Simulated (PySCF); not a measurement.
Shapes and spin states of CoN(OH)₂

All numbers come from PBE0 in PySCF with Co def2-TZVP, N def2-TZVP, O def2-TZVP, H def2-TZVP; no relativity; density-fitted integrals.

Relaxations began from a few typed shapes and spin states; open shells are unrestricted. The search is not exhaustive: other isomers or separated fragments can lie lower, and high-lying points may rest on an excited occupation.

(1) Order these stationary points by electronic energy, lowest first, in kJ/mol from the lowest minimum.
A. quintet C1: Co–N 1.771 Å, Co–O 1.733 Å, Co–O 1.746 Å, O–H 0.960 Å (×2); Co–O–H 119.9°, Co–O–H 121.9°, N–Co–O 94.8°, N–Co–O 102.3°, O–Co–O 162.5°
B. quintet C2: Co–N 1.785 Å, Co–O 1.734 Å (×2), O–H 0.960 Å (×2); Co–O–H 121.1° (×2), N–Co–O 98.7° (×2), O–Co–O 162.6°
C. singlet Cs: Co–N 1.474 Å, Co–O 1.728 Å (×2), O–H 0.963 Å (×2); Co–O–H 114.7° (×2), N–Co–O 119.0° (×2), O–Co–O 121.9°
D. triplet (⟨S²⟩ 2.46) Cs: Co–N 1.564 Å, Co–O 1.737 Å, Co–O 1.751 Å, O–H 0.959 Å, O–H 0.964 Å; Co–O–H 113.6°, Co–O–H 122.9°, N–Co–O 110.3°, N–Co–O 112.0°, O–Co–O 137.7°
E. singlet (closed shell, unstable to spin polarisation) C2: Co–N 1.472 Å, Co–O 1.731 Å (×2), O–H 0.964 Å (×2); Co–O–H 113.1° (×2), N–Co–O 119.1° (×2), O–Co–O 121.7°
F. broken-symmetry Ms = 0 (⟨S²⟩ 1.46) C2: Co–N 1.639 Å, Co–O 1.746 Å (×2), O–H 0.963 Å (×2); Co–O–H 114.4° (×2), N–Co–O 114.8° (×2), O–Co–O 130.5°
G. quintet Cs: Co–N 1.790 Å, Co–O 1.730 Å, Co–O 1.784 Å, O–H 0.954 Å, O–H 0.968 Å; Co–O–H 108.5°, Co–O–H 131.9°, N–Co–O 92.8°, N–Co–O 108.3°, O–Co–O 158.9°
H. triplet (⟨S²⟩ 2.38) C2v: Co–N 1.562 Å, Co–O 1.738 Å (×2), O–H 0.959 Å (×2); Co–O–H 121.8° (×2), N–Co–O 112.3° (×2), O–Co–O 135.3°

(2) Which of them are minima?

## Answers

(1) H (0.0), F (16.3), D (17.7), C (27.8), E (30.3), A (38.8), B (40.4), G (51.4).

(2) By energy in kJ/mol, 0.0: minimum; 16.3: minimum; 17.7: saddle point, 1 imaginary mode; 27.8: minimum; 30.3: minimum of the closed-shell surface only; 38.8: minimum; 40.4: saddle point, 1 imaginary mode; 51.4: saddle point, 1 imaginary mode.

For the lowest minimum: the determinant is spin-contaminated (⟨S²⟩ = 2.38, pure value 2.00). Other spin states or occupations of the open shell can lie lower.
